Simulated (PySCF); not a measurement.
**Fractional electron number in Re²⁺ (rhenium, charge +2)**

The 5d alpha orbital of [Xe] 4f14 5d5 is emptied in steps (occupation f), with all orbitals relaxed, ending at [Xe] 4f14 5d4. Calculation: PySCF 2.14, in aug-cc-pVDZ-PP with ECP60MDF; scalar relativity through the core potential. The exact energy is a straight line in f; departures are measured from the line between the end points of the same method.

```tsv
f	PBE0 (eV)	r2SCAN (eV)	LC-wPBE (eV)
1	0.000	0.000	0.000
0.9	-0.367	-0.482	-0.107
0.7	-0.860	-1.127	-0.250
0.5	-1.026	-1.343	-0.299
0.3	-0.863	-1.129	-0.251
0.1	-0.370	-0.484	-0.108
0	0.000	0.000	0.000
```

| method | E(f=0) − E(f=1) (eV) | −ε at f=1 (eV) | −ε at f=0.5 (eV) |
| --- | --- | --- | --- |
| PBE0 | 28.353 | 24.276 | 28.343 |
| r2SCAN | 28.398 | 23.046 | 28.390 |
| LC-wPBE | 28.174 | 26.990 | 28.171 |

Orbital energy along the path (eV):

```tsv
f	PBE0	r2SCAN	LC-wPBE
1	-24.276	-23.046	-26.990
0.9	-25.081	-24.108	-27.221
0.7	-26.705	-26.243	-27.692
0.5	-28.343	-28.390	-28.171
0.3	-29.991	-30.544	-28.652
0.1	-31.643	-32.701	-29.131
0	-32.470	-33.782	-29.367
```

Reference removal energy between the ground levels: 27 ± 1.6 eV (theoretical estimate listed by NIST; NIST Atomic Spectra Database, ionization energies). The calculation has no spin-orbit coupling. The determinant left behind need not be the lowest term of the ion.
